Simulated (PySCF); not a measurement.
An unknown is described by computed data only.

Formula: C8H16Si.

- Rotational structure: rotational constants A, B, C: 2.838, 0.865, 0.865 GHz [PBE0-D3(BJ)/def2-SVP]
- Polarisability: 116.2 au [B3LYP/def2-SVPD]
- 13C NMR: chemical shifts (computed TMS as zero) by class: 32.8 (4 C), 16.7 (4 C) ppm [GIAO PBE/pcSseg-1]
- NMR, other nuclei: isotropic shieldings of nuclei other than C and H, by class: 296 (1 Si) ppm [GIAO PBE/pcSseg-1]
- XPS: Si2p3/2 105.4, C1s 289.5 (×4), C1s 290.2 (×4), Si1s 1845.1 eV [ΔSCF SCAN, pcX-2 on the ionised atom, pcseg-1 elsewhere, spin-free X2C, 2p3/2 from a spin–orbit splitting computed afterwards within the 2p shell]
- Valence photoelectron: vertical ionisation energy: 9.27 eV [ΔSCF B3LYP/def2-SVPD]
- Dipole: 0.00 D [B3LYP/def2-SVPD]

Electronic properties: PySCF, gas phase, density fitting. Levels stand in brackets. The structure is a single PBE0-D3(BJ)/def2-SVP conformer in the gas phase; no vibrational or solvent corrections. NMR values are class means; diastereotopic atoms form classes of their own.

Question: Give a SMILES that accounts for the data.

Answer: Numbering: `[CH2:1]1[CH2:2][CH2:3][Si:4]2([CH2:5]1)[CH2:6][CH2:7][CH2:8][CH2:9]2`. Its formula, C8H16Si, gives 2 degrees of unsaturation: 2 rings and 0 π bonds in the structure found. 8 carbons fall into 2 classes; from least to most shielded: ring CH2 carbon [C1/C2/C7/C8] (32.8 ppm, 4 C), ring sp3 carbon bound to silicon [C3/C5/C6/C9] (16.7 ppm, 4 C). The other shieldings belong to: 296 ppm, four-coordinate silicon [Si4]. The core levels belong to: Si2p3/2 105.4 eV, four-coordinate silicon [Si4]; C1s 289.5 eV, sp3 carbon bound to silicon [C3/C5/C6/C9]; C1s 290.2 eV, ring CH2 carbon [C1/C2/C7/C8]; Si1s 1845.1 eV, four-coordinate silicon [Si4]. The vanishing dipole is forced by symmetry. The optimised geometry has point group S4 and is a prolate symmetric top. Structure: `C1CC[Si]2(C1)CCCC2`. The assignments are read from this structure; whether some other isomer fits the data as well wasn't checked.
